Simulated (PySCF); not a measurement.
1-chloroethenyl(methyl)silane (C₃H₇ClSi), SMILES C=C(Cl)[SiH2]C. Atoms are numbered in the order given.

```xyz
12

C     -1.8790    -0.8973    -0.3723
C     -0.7978    -0.1905    -0.0293
Cl    -0.5667     0.2981     1.6568
Si     0.5944     0.3688    -1.1746
C      2.2377    -0.2912    -0.5461
H     -2.0187    -1.1993    -1.4142
H     -2.6435    -1.1905     0.3531
H      0.2760    -0.1464    -2.5390
H      0.6110     1.8598    -1.2038
H      2.2486    -1.3923    -0.5658
H      2.3969     0.0353     0.4933
H      3.0755     0.0765    -1.1593
```

The structure is a stationary point at B3LYP-D3(BJ)/def2-SVP. One conformer was computed; it need not be the lowest.

These are PBE/pcSseg-1 in PySCF values and carry that method's errors.

GIAO shieldings, no solvent; atoms alike by connectivity are averaged. δ = σ(ref) − σ: ¹³C against TMS (σ = 182.0 ppm); ³⁵Cl against HCl (σ = 936.5 ppm); ²⁹Si against TMS (σ = 335.4 ppm); ¹H against TMS (σ = 31.49 ppm), references at their B3LYP-D3(BJ)/def2-TZVP geometries, non-relativistic (without spin–orbit terms, shifts of atoms bonded to Cl or Br come out too high).

| nucleus | atoms | count | δ (ppm) |
|---|---|---|---|
| ¹³C | C2 | 1 | 159.8 |
| ¹³C | C1 | 1 | 135.6 |
| ¹³C | C5 | 1 | -4.8 |
| ³⁵Cl | Cl3 | 1 | 303.4 |
| ²⁹Si | Si4 | 1 | -37.3 |
| ¹H | H6, H7 | 2 | 6.40 |
| ¹H | H8, H9 | 2 | 4.71 |
| ¹H | H10, H11, H12 | 3 | 0.70 |
